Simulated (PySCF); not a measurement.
B3LYP has the VWN-RPA correlation part, as in Gaussian. Delta-SCF ions had no search for a lower state. Excitations are Tamm–Dancoff values on a coarser integration grid. The basis has no diffuse functions, so Rydberg states are missing or too high.

**H2BrGaO2, SMILES `[OH][Ga]([OH])[Br]` (H–O–Ga–Br torsion 0°, Br–Ga–O–H torsion -180°) (charge 0, multiplicity 1)**

Level of theory: B3LYP-D3(BJ)/def2-TZVP run with PySCF.

```yaml
HOMO: -8.45 eV
dipole_moment: 1.51 D
HOMO–LUMO gap: 6.68 eV
LUMO: -1.76 eV
S1 excitation (TDA): 5.67 eV
S1 oscillator strength: 0.027
T1 excitation (TDA): 5.24 eV
S1–T1 gap (TDA): 0.42 eV
vertical ionisation energy (Delta-SCF): 10.92 eV
total_energy: -4650.9364 Ha
cost: roughly 2.2 core-minutes
```

```xyz
6

O     -1.4126    -0.5385     0.1518
Ga     0.1599     0.2824    -0.0443
O      1.6413    -0.7009    -0.0134
Br     0.3232     2.5390    -0.3313
H     -2.1690     0.0568     0.1246
H      1.4573    -1.6388     0.1127
```
